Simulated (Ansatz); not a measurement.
C4H12O2Si (SMILES CO[Si](C)(C)OC), singlet, geometry from GFN2-xTB; HF/STO-3G (Ansatz, a program for electronic structure).

Input for Ansatz:
Ansatz 0.2 input:
```yaml
crystal:
  periodic: [false, false, false]
  atoms:
    - {symbol: C, position_ang: [-2.04448569, -1.42504237, 0.50157321]}
    - {symbol: O, position_ang: [-0.72766379, -0.96783355, 0.60420261]}
    - {symbol: Si, position_ang: [-0.03861108, 0.32829990, -0.12649543]}
    - {symbol: C, position_ang: [-0.79130443, 1.98119988, 0.41820792]}
    - {symbol: C, position_ang: [-0.12304275, 0.11850811, -2.02416713]}
    - {symbol: O, position_ang: [1.47789858, 0.38302498, 0.45039361]}
    - {symbol: C, position_ang: [2.43946984, -0.63436435, 0.46225328]}
    - {symbol: H, position_ang: [-2.14167265, -2.30788577, 1.13463031]}
    - {symbol: H, position_ang: [-2.28601463, -1.69261196, -0.52988191]}
    - {symbol: H, position_ang: [-2.74855078, -0.66103992, 0.83931906]}
    - {symbol: H, position_ang: [-1.81913215, 2.06843940, 0.07965383]}
    - {symbol: H, position_ang: [-0.24124933, 2.82357068, 0.01536447]}
    - {symbol: H, position_ang: [-0.78920165, 2.07462366, 1.49947239]}
    - {symbol: H, position_ang: [0.23206785, -0.86394160, -2.32751030]}
    - {symbol: H, position_ang: [0.48841885, 0.85714329, -2.53312402]}
    - {symbol: H, position_ang: [-1.13675836, 0.22640459, -2.39953033]}
    - {symbol: H, position_ang: [3.26653155, -0.30236234, 1.09086386]}
    - {symbol: H, position_ang: [2.02211084, -1.55768690, 0.86642662]}
    - {symbol: H, position_ang: [2.80830569, -0.82419060, -0.54872151]}
basis:
  gaussian:
    orbitals: STO-3G
    symmetry_tolerance_ang: 0.01
hamiltonian:
  xc: hf
```

Output, abridged:

```
Functional definition: HF
695 factors; integrals over basis functions are off by at most 3.5e-5 eV
mean field evaluation 1: about -16050.9440 eV, gradient 2.9e1 eV
mean field evaluation 2: about -16051.2632 eV, gradient 2.9e1 eV
mean field evaluation 4: about -16054.1931 eV, gradient 1.7e0 eV
mean field evaluation 8: about -16054.2056 eV, gradient 2.7e-4 eV
mean field -16054.20561020 eV, -589.9811742433 hartree, gradient 2.1e-5 eV, S^2 0.000000; 0 other end points of the search recorded, 0 dependent functions left out
reference -16054.20561020 eV, -589.9811742433 hartree; 33, 33 occupied and 18, 18 virtual orbitals, 695 factors
Total energy: -16054.20561020 eV, -589.9811742433 hartree
```
